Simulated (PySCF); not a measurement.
**Question.** Give a PBE0-D3(BJ)/def2-SVP geometry of `BCBCl`.

**Answer.** 
```xyz
9
CH5B2Cl angstrom
B     -0.8825    0.5184    0.0636
C      0.3049   -0.4661   -0.1557
B      1.5293    0.1077    0.6100
Cl     2.9136    0.7587   -0.2475
H     -1.3931    1.1024   -0.8639
H     -1.2989    0.7252    1.1808
H      0.5092   -0.7102   -1.2058
H      0.0288   -1.3633    0.4358
H      1.5739    0.1588    1.8138
```

Any rigid rotation of these coordinates is as good. Atoms count from 1 in this order. B1 (three-coordinate boron) is planar (angles 121.3°, 120.0° and 118.7°, sum 360.0°, 0.01 Å off the plane of its three neighbours). B3 (three-coordinate boron) is planar (angles 122.5°, 121.2° and 116.3°, sum 360.0°, 0.01 Å off the plane of its three neighbours).

Bonds between heavy atoms (Å): B1–C2 1.558, C2–B3 1.554, B3–Cl4 1.754.

Computed with PySCF, PBE0-D3(BJ)/def2-SVP geometry optimisation, gas phase.

Point group: C1 (no symmetry element, even within 0.4 Å). PBE0-D3(BJ)/def2-SVP frequencies: not computed here. The numbers are those of one conformer (H–B1–C2–B3 118° and -61°, B1–C2–B3–Cl4 -110°).
